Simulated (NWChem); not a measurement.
Species: BeSi₂H₆; SMILES [SiH3][Be][SiH3]

```xyz
9

Be     0.0011     0.0000     0.0000
Si     0.0002     2.1901     0.0001
H      0.2222     2.7610    -1.3638
H      1.0699     2.7614     0.8745
H     -1.2924     2.7601     0.4895
Si     0.0001    -2.1901     0.0001
H     -1.0042    -2.7603    -0.9494
H     -0.3204    -2.7606     1.3443
H      1.3241    -2.7617    -0.3947
```
Atoms are numbered in this order, from 1.

Program: NWChem. Geometry: optimised at B3LYP/6-31G* (spherical d). GIAO values for the isolated, static molecule; σ is the absolute isotropic shielding, δ = σ(reference) − σ with the isolated reference molecule computed at the same levels (1H: tetramethylsilane, 29Si: tetramethylsilane).

Problem. Estimate the computed values for KT2/pcSseg-1. Quantities: σ Be1 (ppm); δ Si2 (ppm); δ H3 (ppm).

Solution. 
| Item | Result |
|---|---|
| σ Be1 (ppm) | 57.5 |
| δ Si2 (ppm) | -142.1 |
| δ H3 (ppm) | 2.93 |
